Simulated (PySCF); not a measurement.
This PySCF input asks for the NMR shieldings of `InChI=1S/C7H6BO/c8-7-3-1-2-6(4-7)5-9/h1-4H,8H2/q+1`; the geometry comes from GFN2-xTB.

```python
import basis_set_exchange as bse
import numpy as np
from pyscf import gto, dft
from pyscf.prop import nmr

atoms = """
B    -2.295173   -1.284929   -0.138319
C    -0.995857   -0.403484   -0.036421
C    -1.066050    0.985289    0.177786
C     0.071516    1.785136    0.269025
C     1.323950    1.232468    0.153780
C     1.433732   -0.168514   -0.063539
C     2.643885   -0.766851   -0.186675
O     3.633920   -1.293125   -0.293667
C     0.262236   -0.973098   -0.156856
H    -3.332751   -0.771472   -0.031656
H    -2.195261   -2.429202   -0.319174
H    -2.038791    1.445008    0.273292
H    -0.029043    2.847858    0.431635
H     2.214514    1.837057    0.223656
H     0.364757   -2.034151   -0.324777
"""
names = dict.fromkeys(["B", "C", "O", "H"], "pcSseg-1")
basis = {el: gto.basis.parse(bse.get_basis(n, elements=[el], fmt="nwchem")) for el, n in names.items()}
mol = gto.M(atom=atoms, basis=basis, charge=1, verbose=0)
mf = dft.RKS(mol, xc="PBE0")
mf.grids.level = 2
mf.grids.alignment = dft.numint.BLKSIZE   # the property module wants whole blocks of grid points
mf.conv_tol = 1e-9
mf.kernel()

calc = nmr.RKS(mf)   # GIAO
C = mf.mo_coeff
Co = C[:, mf.mo_occ > 0]
resp = mf.gen_response(singlet=True, hermi=2)
def vind(x):   # induced exchange potential for any number of trial vectors
    d = np.einsum("pi,xij,qj->xpq", C, 2 * x.reshape(-1, C.shape[1], Co.shape[1]), Co, optimize=True)
    return np.einsum("xpq,pi,qj->xij", resp(d - d.transpose(0, 2, 1)), C, Co, optimize=True).ravel()
mo1, _ = nmr.rhf.solve_mo1(calc, with_cphf=vind)
sigma = calc.kernel(mo1)
for i, s in enumerate(sigma):   # ppm
    print("%2d %-2s %9.2f" % (i, mol.atom_pure_symbol(i), np.trace(s) / 3))
```

Problem. What are the results?

Solution. 
```
 0 B      20.05
 1 C      36.15
 2 C      12.71
 3 C      47.18
 4 C      33.20
 5 C     103.99
 6 C      16.65
 7 O     -53.28
 8 C      18.88
 9 H      23.77
10 H      23.82
11 H      21.82
12 H      22.83
13 H      22.60
14 H      22.02
```

These numbers come from an equivalent density-fitted implementation of the same equations, which agrees with the script to about 0.01 ppm for H and up to a few tenths of a ppm for heavy atoms, so last digits may differ.

Size and cost of the density-fitted run: 183 basis functions, 73 s wall time on 1 thread of an Intel Xeon, shared host; peak memory 0.82 GiB.
